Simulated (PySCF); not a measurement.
SMILES F[C]=C(F)F, doublet (B3LYP/def2-SVP optimised geometry):

```
5

F      1.458     1.008     0.000
C      0.622     0.009     0.000
C     -0.701     0.009     0.000
F     -1.458     1.094     0.000
F     -1.420    -1.094     0.000
```

Method: unrestricted B3LYP/def2-TZVP (PySCF).

**Question.** What are the frontier orbital energies (α orbitals alone; a β orbital can be the lowest empty one) and the dipole moment?

**Answer.** HOMO-2 -12.42 eV, HOMO-1 -8.65 eV, HOMO -7.72 eV, LUMO 0.16 eV, LUMO+1 0.93 eV; dipole moment 0.35 D.

On the same geometry unrestricted PBE/def2-TZVP run with PySCF gives HOMO-2 -10.54 eV, HOMO-1 -7.13 eV, HOMO -6.46 eV, LUMO -0.55 eV, LUMO+1 0.13 eV; dipole moment 0.28 D.

Meta-Löwdin charges at B3LYP/def2-TZVP: F1 -0.17, C2 0.15, C3 0.48, F4 -0.23, F5 -0.23.
